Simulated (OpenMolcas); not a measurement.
What dynamic correlation does to the levels of Os VI

| Quantity | Value |
| --- | --- |
| Program | OpenMolcas 26.06 |
| Basis | ANO-R3 [10s7p6d4f3g2h] |
| Scalar Hamiltonian | X2C, finite nucleus |
| Active space | 3 electrons in 5 orbitals (5d) |
| State averaging | 2S+1 = 4 even, 10 roots; 2S+1 = 2 even, 40 roots (28 in the spin-orbit step) |
| Spin-orbit coupling | RASSI with atomic mean-field integrals over the reference wave functions, term energies averaged over their components |

Methods on the same reference wave functions:
A. CASSCF
B. SS-CASPT2, IPEA 0.25 Eh, imaginary shift 0.1 Eh (closed shells correlated: 5s 5p)

Energies in cm-1 above 5d3 4F 3/2, the measured ground level; measured values from the list in Brasseur, Palmeri and Quinet, Atoms 13, 11 (2025).

```
            Level      A      B  Measured
       5d3 4F 3/2    0.0    0.0       0.0
       5d3 4F 5/2   5745   6090      6397
       5d3 4F 7/2  11302  11590     11444
5d3 4F 9/2 [56 %]  14740  14220     14678
5d3 4P 1/2 [72 %]  19081  17200     16772
       5d3 2G 7/2  25069  23120     22920
5d3 2H 9/2 [57 %]  25238  23570     24028
```

Deviations, from unrounded energies. A percentage is the sum of absolute deviations over the sum of measured energies, with the sign that they share, or ± where signs differ.

| Against measurement | Levels | A | B |
| --- | --- | --- | --- |
| mean absolute deviation (cm-1) | 6 | 1100 | 330 |
| fine structure of the ground term (%) | 3 | ±2.6 | ±2.8 |
| other terms of the ground configuration (%) | 3 | +8.9 | ±1.7 |

B lies closest to measurement on these levels. The largest miss of B in the table is 5d3 4F 9/2 [56 %], by -460 cm-1. The ranking rests on the paired levels alone, and a cruder setting can come out closer through cancelling errors.

From A to B the spin-free energies of the other terms of 5d3 shown, above 4F, scale by factors of 0.82 to 0.85, as is usual when dynamic correlation screens the repulsion within a d or f shell.

The lowest spin-free term lies below A's lowest term by 0.286 hartree in B.

CASPT2 does not keep the components of a term degenerate, so their means are used; among the terms shown or strongly mixed into the levels shown the widest spread is 600 cm-1 (5d3 2H, B). Some high roots are left out of the spin-orbit mixing, which shifts the levels that they would mix with. Without dynamic correlation excited terms often stand tens of per cent too high (terms of higher spin than the ground term too low), and those without a measured partner can miss by more than the paired ones (holds for A). The CASPT2 spread within a term exceeds the gap to the next term for 5d3 2P and 5d3 2H, so the order of their levels is uncertain (holds for B). Measured partners are found by configuration, term and J. A level has none where our copy of the source lacks it or the pairing is in doubt (some pairs that miss far off the trend of their configuration count as doubtful), and it then counts in no deviation. Only configurations of the active space appear. Levels that lie high or do not pair safely by name in every column are left out.

A share in square brackets marks a mixed level and gives the weight of the term that names it, the lowest over the columns.
